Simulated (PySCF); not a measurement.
H2O4S. Atoms are numbered in the order given.

```xyz
7

O     -0.6866    -1.0555     0.8622
S      0.0000     0.0000    -0.1690
O      1.1043    -0.6556    -0.8358
O     -1.1043     0.6556    -0.8358
O      0.6866     1.0555     0.8622
H      0.0031    -1.6878     1.1411
H     -0.0031     1.6878     1.1411
```

Geometry optimised at TPSSh-D3(BJ)/def2-SVP. One conformer was computed; it need not be the lowest.

All values below come from PBE/def2-TZVP (PySCF).

ESP charges are fitted to the potential on shells at 1.4 to 2.0 van der Waals radii. Atomic charges (e):

| atom | ESP fit | Löwdin |
|---|---|---|
| O1 | ? | -0.16 |
| S2 | ? | 0.44 |
| O3 | ? | -0.24 |
| O4 | ? | -0.24 |
| O5 | ? | -0.16 |
| H6 | ? | 0.18 |
| H7 | ? | 0.18 |

Problem. Some entries are withheld; supply them. (The exact figures need the calculation; the answer reports its results.)

Solution. 
- O1, ESP fit: -0.48
- S2, ESP fit: 0.85
- O3, ESP fit: -0.37
- O4, ESP fit: -0.37
- O5, ESP fit: -0.48
- H6, ESP fit: 0.43
- H7, ESP fit: 0.43

Problem. Give the Mayer and Wiberg (Löwdin basis) orders of the bonds. (An estimate is asked for; the answer gives what the named calculation found.)

Solution. 
```
bond   Mayer  Wiberg
-----  -----  ------
O1–S2   1.10    1.47
S2–O3   1.98    2.43
S2–O4   1.98    2.43
S2–O5   1.10    1.47
O1–H6   0.85    1.03
O5–H7   0.85    1.03
```
